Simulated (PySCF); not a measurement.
B3LYP has the VWN-RPA correlation part, as in Gaussian. Delta-SCF ions had no search for a lower state. Excitations are Tamm–Dancoff values on a coarser integration grid. The basis has no diffuse functions, so Rydberg states are missing or too high.

C₈H₂₀Si, SMILES `[Si](CC)(CC)(CC)CC` (charge 0, multiplicity 1)

Method: B3LYP-D3(BJ)/def2-TZVP // B3LYP-D3(BJ)/def2-SVP (PySCF).

```yaml
HOMO: -7.47 eV
dipole_moment: 0.00 D
HOMO–LUMO gap: 8.08 eV
LUMO: 0.61 eV
S1 excitation (TDA): 7.22 eV
S1 oscillator strength: 0.009
T1 excitation (TDA): 7.06 eV
S1–T1 gap (TDA): 0.16 eV
vertical ionisation energy (Delta-SCF): 9.21 eV
total_energy: -606.6305 Ha
cost: around 21 core-minutes (rough)
```

```xyz
29

C      0.8736    -2.0476    -1.8530
C     -0.0818    -1.7674    -0.6849
Si     0.0000     0.0000     0.0000
C     -1.1413     0.1426     1.5089
C     -2.6320    -0.0640     1.2075
C     -0.5567     1.2203    -1.3418
C     -0.6322     2.6840    -0.8864
C      1.7798     0.4045     0.5179
C      2.3906    -0.5724     1.5319
H      0.6748    -1.3810    -2.7082
H      1.9252    -1.8923    -1.5609
H      0.7871    -3.0835    -2.2207
H     -1.1236    -1.9690    -0.9922
H      0.1208    -2.4670     0.1461
H     -0.9817     1.1354     1.9670
H     -0.8039    -0.5885     2.2653
H     -3.2545     0.0225     2.1134
H     -3.0047     0.6794     0.4838
H     -2.8239    -1.0595     0.7746
H     -1.5414     0.8897    -1.7188
H      0.1335     1.1265    -2.1994
H      0.3453     3.0489    -0.5308
H     -0.9543     3.3556    -1.6994
H     -1.3457     2.8124    -0.0559
H      1.7940     1.4309     0.9263
H      2.4023     0.4418    -0.3943
H      2.4252    -1.5995     1.1330
H      3.4217    -0.2947     1.8067
H      1.8037    -0.6084     2.4644
```
Charge 0, spin multiplicity 1.
